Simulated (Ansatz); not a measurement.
C3H11Si3 (SMILES C1[SiH]C[SiH2]C[SiH2]1), doublet, at a GFN2-xTB geometry. Base run: HF/STO-3G run with Ansatz (a quantum-chemistry and plane-wave program).

Ansatz was given this input:
Ansatz 0.2 input:
```yaml
crystal:
  periodic: [false, false, false]
  atoms:
    - {symbol: C, position_ang: [1.59690010, -0.40389592, -0.87454284]}
    - {symbol: Si, position_ang: [0.38168798, -1.79328617, -0.41317676]}
    - {symbol: C, position_ang: [-1.40740376, -1.14605160, -0.42875095]}
    - {symbol: Si, position_ang: [-1.66324825, 0.39168338, 0.66488422]}
    - {symbol: C, position_ang: [-0.40069742, 1.71482539, 0.15444563]}
    - {symbol: Si, position_ang: [1.41169913, 1.15129019, 0.20860994]}
    - {symbol: H, position_ang: [1.45808970, -0.12386494, -1.91927229]}
    - {symbol: H, position_ang: [2.61703462, -0.77693359, -0.79597514]}
    - {symbol: H, position_ang: [0.72037442, -2.38003027, 0.89250314]}
    - {symbol: H, position_ang: [-1.70389493, -0.90497264, -1.45008304]}
    - {symbol: H, position_ang: [-2.07940002, -1.93709775, -0.09909742]}
    - {symbol: H, position_ang: [-1.46614823, 0.02847458, 2.07520482]}
    - {symbol: H, position_ang: [-3.03095612, 0.91002649, 0.49775350]}
    - {symbol: H, position_ang: [-0.63513323, 2.05845823, -0.85339539]}
    - {symbol: H, position_ang: [-0.51907981, 2.58265774, 0.80140682]}
    - {symbol: H, position_ang: [1.79696053, 0.83456306, 1.59101033]}
    - {symbol: H, position_ang: [2.28741554, 2.22382826, -0.29140999]}
basis:
  gaussian:
    orbitals: STO-3G
hamiltonian:
  xc: hf
magnetization: {spin_polarized: true, initial_magnetization: 1}
```

The bond that is stretched is that between atoms 15 and 5. A test that says stable can miss a lower solution.

Each row names what was changed in the base input (with any setting that the change needs).

```
change                                                           ΔE vs base (kcal/mol)  <S^2>       stability test says
---------------------------------------------------------------  ---------------------  -----  ------------------------
base                                                                             0.000  0.752                   minimum
spin_polarized = on; lower_state_search = off                                    0.000  0.752  undecided (no full test)
spin_polarized = on; lower_state_search = standard                               0.000  0.752                   minimum
bond × 1.25                                                                      27.10  0.752                   minimum
spin_polarized = on; lower_state_search = off; bond × 1.25                       27.10  0.752  undecided (no full test)
spin_polarized = on; lower_state_search = standard; bond × 1.25                  27.10  0.752                   minimum
bond × 1.5                                                                        74.2  0.954                   minimum
spin_polarized = on; lower_state_search = off; bond × 1.5                         74.2  0.954  undecided (no full test)
spin_polarized = on; lower_state_search = standard; bond × 1.5                    74.2  0.954                   minimum
bond × 1.8                                                                       101.8  1.504                   minimum
spin_polarized = on; lower_state_search = off; bond × 1.8                        101.8  1.504  undecided (no full test)
spin_polarized = on; lower_state_search = standard; bond × 1.8                   101.8  1.504                   minimum
bond × 2.2                                                                       111.3  1.708                   minimum
spin_polarized = on; lower_state_search = off; bond × 2.2                        118.6  1.763  undecided (no full test)
spin_polarized = on; lower_state_search = standard; bond × 2.2                   111.3  1.708                   minimum
bond × 3.0                                                                       113.8  1.761                   minimum
spin_polarized = on; lower_state_search = off; bond × 3.0                        114.1  1.763  undecided (no full test)
spin_polarized = on; lower_state_search = standard; bond × 3.0                   113.8  1.761                   minimum
```

On stretching, the SCF can end on different states; <S^2> shows the spin contamination of each.
